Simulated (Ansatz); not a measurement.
Stepwise reaction of `Cl[Si](Cl)(Br)Br` with hydrogen fluoride, as a gas-phase model of exchange steps in deposition or etching. ΔE in kJ/mol; ΔG adds harmonic PBE0-D4 terms to CCSD(T)/CBS, at 1 bar.

Program: Ansatz. Geometries: PBE0-D4/def2-TZVP. ΔE: electronic, gas phase. CBS: MP2 limit from def2 TZ/QZ plus the TZ coupled-cluster correction, frozen cores. This one scheme is used for every species. DFT in def2-TZVPP. B3LYP here is the variant with VWN-RPA as its local correlation; programs differ in this. For Br outer-core shells are correlated without core-valence functions, which leaves a few kJ/mol of doubt a bond. Scalar relativity is left out up to krypton.

```tsv
step	reaction	PBE-D4	B3LYP-D4	ωB97M-V	CCSD(T)/CBS	ΔG(400 K)
1	`Cl[Si](Cl)(Br)Br` + H–F → `F[Si](Cl)(Br)Br` + HCl	-39.5	-49.2	-48.9	-44.8	-52.3
2	`F[Si](Cl)(Br)Br` + H–F → `F[Si](F)(Br)Br` + HCl	-40.7	-50.6	-50.3	-47.6	-50.3
```

Question: By hand: ΔE of the 2 steps together at CCSD(T)/CBS.

Answer: (-44.8) + (-47.6) = -92.4 kJ/mol, or -46.2 kJ/mol a step.

In ΔE the steps differ by no more than 2.8 kJ/mol. All are downhill at CCSD(T)/CBS. ΔG lies between -52.3 and -50.3 kJ/mol a step. PBE-D4 differs from CCSD(T)/CBS by 5.3 to 6.9 kJ/mol a step. Isolated molecules leave out the surface, adducts and barriers. Largest T1 diagnostic: 0.009.
